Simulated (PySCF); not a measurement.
Species: `[C@H](O[SiH3])(CF)OCC`. The columns A, B, C and D hold Mulliken, IAO, Hirshfeld and ESP-fitted charges (e) of one PBE0/pcSseg-1 density (PySCF), in a shuffled order. Coordinates in Å (GFN2-xTB); the density's dipole moment is (0.11, -1.40, 1.05) D.

| atom | x | y | z | A | B | C | D |
| --- | --- | --- | --- | --- | --- | --- | --- |
| C1 | 2.340 | -1.003 | 0.819 | -0.422 | -0.271 | -0.378 | -0.120 |
| C2 | 1.285 | -0.926 | -0.270 | -0.045 | -0.021 | +0.298 | +0.008 |
| O3 | 0.601 | 0.315 | -0.144 | -0.398 | -0.519 | -0.415 | -0.126 |
| C4 | -0.519 | 0.437 | -0.955 | +0.258 | +0.295 | +0.409 | +0.103 |
| C5 | -0.859 | 1.926 | -1.067 | +0.027 | +0.224 | +0.027 | +0.010 |
| F6 | -0.093 | 2.521 | -2.029 | -0.321 | -0.337 | -0.241 | -0.120 |
| O7 | -1.604 | -0.257 | -0.451 | -0.648 | -0.634 | -0.510 | -0.224 |
| Si8 | -1.996 | -0.388 | 1.130 | +0.855 | +0.686 | +0.540 | +0.371 |
| H9 | 3.019 | -0.160 | 0.733 | +0.152 | +0.124 | +0.117 | +0.045 |
| H10 | 1.867 | -0.969 | 1.797 | +0.149 | +0.125 | +0.103 | +0.042 |
| H11 | 2.903 | -1.928 | 0.723 | +0.148 | +0.115 | +0.101 | +0.049 |
| H12 | 0.571 | -1.754 | -0.177 | +0.124 | +0.115 | +0.010 | +0.034 |
| H13 | 1.750 | -0.977 | -1.266 | +0.127 | +0.116 | +0.007 | +0.039 |
| H14 | -0.319 | 0.040 | -1.966 | +0.134 | +0.109 | +0.043 | +0.038 |
| H15 | -0.650 | 2.426 | -0.118 | +0.149 | +0.111 | +0.094 | +0.043 |
| H16 | -1.907 | 2.044 | -1.357 | +0.146 | +0.112 | +0.094 | +0.045 |
| H17 | -1.002 | -1.142 | 1.894 | -0.152 | -0.117 | -0.090 | -0.080 |
| H18 | -3.236 | -1.126 | 0.951 | -0.129 | -0.111 | -0.094 | -0.078 |
| H19 | -2.163 | 0.930 | 1.746 | -0.153 | -0.120 | -0.115 | -0.080 |

**Question.** Which column most likely holds the ESP-fitted charges?

**Answer.** C. Σ q r misses the density's dipole by 0.04 D (C), 0.60 D (D), 0.88 D (B), 1.71 D (A). Charges fitted to the outside potential are the only set here that is tied to the molecule's multipoles.

**Question.** And the Hirshfeld charges?

**Answer.** D. The mean sizes are 0.087 e (D), 0.194 e (C), 0.224 e (B), 0.239 e (A), and Hirshfeld charges are commonly the smallest of these schemes.

As computed, A = IAO, B = Mulliken, C = ESP-fitted, D = Hirshfeld. Hydrogens on carbon: IAO +0.12 to +0.15, Mulliken +0.11 to +0.12, ESP-fitted +0.01 to +0.12, Hirshfeld +0.03 to +0.05 e.

The ESP scheme fits charges at the nuclei, held to the total charge, to the electrostatic potential on points at 1.4 to 2.0 times the van der Waals radii. The IAO scheme counts the electrons in orthogonalised intrinsic atomic orbitals, a minimal basis polarised so that it spans the occupied orbitals exactly.

The structure is a single GFN2-xTB conformer in the gas phase; no vibrational or solvent corrections.

Shape of the structure used: `[CH3:1][CH2:2][O:3][C@H:4]([CH2:5][F:6])[O:7][SiH3:8]`: C1–C2–O3–C4 -171°, C2–O3–C4–C5 -161°, O3–C4–C5–F6 83°, O3–C4–O7–Si8 38°.
